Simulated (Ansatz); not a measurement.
A structure relaxed at PBE-D4/def2-TZVP in Ansatz, charge 1, doublet:

Cartesian coordinates in Å:
```
Ru 1.130 0.289 -0.041
Ru -0.306 -0.998 1.055
Ru -0.825 0.709 -1.014
```

Task: Give its formula and point group.

Result: Ru3⁺. Point group C2v (tolerance 0.1 Å).

Task: Summarise the bond lengths by kind (pairs closer than 1.2 times the sum of covalent radii, bridged metal pairs left out).

Result: 3 × Ru–Ru 2.22 to 2.73 Å.

In the def2 sets Ru takes a core potential; there is no spin–orbit coupling. The charge 1 doublet is spin-contaminated (final ⟨S²⟩ up to 3.24, 0.75 for a pure state). The order of the spin states hangs on the level: the sextet lies 0.11 eV below the doublet at PBE-D4/def2-TZVP, but 0.05 eV above it at PBE-D4/def2-TZVP. The structure comes from a short search, and lower isomers may exist.
